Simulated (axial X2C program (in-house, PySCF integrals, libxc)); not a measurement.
Potential curves of ReH, with spin–orbit coupling

All values were computed with an in-house all-electron X2C program for linear molecules (integrals from PySCF). Two-component (2c) means X2C with spin–orbit coupling and atomic mean-field two-electron Coulomb and Gaunt terms. Basis: Re dyall-v2z [11s12p9d6f], H dyall-v2z [5s1p] (cores contracted in-house); Gaussian nuclei, density fitting, unrestricted open shells. Masses: Re 186.956 u, H 1.008 u.

State: Ω = 2 (⟨Sz⟩ = 1.96, ⟨Lz⟩ = 0.04 at TPSSh). Energies in eV from the fragments at the same level (Re + H). Fits are polynomials in 1 − R0/R over 0.85 to 1.23 times the lowest point R0.

```
 R (Å)    TPSSh       HF
1.4198  -1.9219  -0.2309
1.4851  -2.2267  -0.5933
1.5341  -2.3642  -0.7769
1.5830  -2.4393  -0.9001
1.6320  -2.4640  -0.9749
1.6891  -2.4421  -1.0132
1.7462  -2.3776  -1.0105
1.8197  -2.2484  -0.9630
1.9094  -2.0440  -0.8607
2.0400  -1.7019  -0.6705
```

The state is a single determinant with fixed occupations, the lowest that a limited PBE0 search found. De is counted from the lowest determinant-based energies of the atoms at the same level, without counterpoise correction. Density functionals use the spin component along the axis (collinear). With several unpaired electrons one determinant need not be a pure state. Open-shell Ω = 0 determinants with evenly filled partner blocks cannot be reached by this program, so the Ω shown need not be the lowest component. The determinant is spin-polarised beyond a pure state at some levels (its spin-free form has ⟨S²⟩ too high), which makes Re and μ there less reliable.

(1) What are Re, ωe and De at the TPSSh level?

(2) Fit the HF curve near its minimum: give the equilibrium distance, the harmonic wavenumber and the well depth.

Answers

(1) At TPSSh, 2c: Re = 1.636 Å, ωe ≈ 2120 cm⁻¹, De = 2.46 eV to Re + H; Be follows as 6.29 cm⁻¹.

(2) At HF, 2c: Re = 1.713 Å, ωe ≈ 1740 cm⁻¹, De = 1.02 eV to Re + H; Be follows as 5.73 cm⁻¹.
